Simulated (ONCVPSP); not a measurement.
## Potentials for tellurium (Te) compared

Generated with ld1.x 7.5 (TM, RRKJ, ultrasoft, PAW), atompaw 4.2 or ONCVPSP 4.0.1. The cutoff is in Ry: for ld1.x and atompaw files where the sum of valence levels is converged to 10 mRy in a Bessel basis, for ONCV files where the hardest occupied wave has 1 mHa per electron of residual kinetic energy. The error is the largest all-electron minus pseudo excitation energy over each file’s own four to seven test configurations (ionisations up to +4, promotions, holes and added fractions of an electron), all of which were solved. The labels leave out finer settings (local radius, basis sizes, second energies), which also bear on the numbers. Spin-polarised tests are not counted. The rows are a selection from randomly drawn settings: files with unsolved tests, undetermined cutoffs or missed reference levels are left out.

A true bound ghost makes a file unfit for plane-wave use even where its test errors are small: the radial tests pick states by their node count and pass the ghost by.

```tsv
potential	cutoff (Ry)	largest error (meV)	bound ghosts
ONCV, LDA (Perdew-Wang 92), fully relativistic, rc 1.86/2.36/2.56 (spd), local smoothed, core correction no, reference 5s2 5p4, qcut 3.3/2.8/4.4, projectors 1/3/2	44	+153	none
ONCV, PBE, scalar-relativistic, rc 1.25/1.25/1.05 (spd), local smoothed, core correction yes, reference 4s2 4p6 4d10 5s2 5p3.5, qcut 11.4/9.3/8.2, projectors 3/2/2	310	-125	d
ONCV, PBE, scalar-relativistic, rc 1.25/1.30/1.20 (spd), local smoothed, core correction yes, reference 4s2 4p6 4d10 5s2 5p4, qcut 9.9/11.1/12.7, projectors 2/2/2	104	-15	none
ONCV, PBE, fully relativistic, rc 1.20/1.15/1.30 (spd), local smoothed, core correction yes, reference 4s2 4p6 4d10 5s2 5p2, qcut 13.2/13.7/10.8, projectors 2/2/2	122	-1.6	none
ONCV, LDA (Perdew-Wang 92), scalar-relativistic, rc 1.55/2.20/1.55 (spd), local s, core correction no, reference 4d10 5s2 5p2, qcut 3.4/3.9/9.6, projectors 0/2/3	74	-291	none
```

Fill in the row for Te: ONCV, LDA (Perdew-Wang 92), fully relativistic, rc 1.55/1.80/1.25/1.40 (spdf), local smoothed, core correction yes, reference 4d10 5s1.5 5p4.5, qcut 3.6/5.2/12.6/7.1, projectors 2/1/2/2.

cutoff 106 Ry, largest error +4.9 meV, bound ghosts: s, p3/2, p1/2.
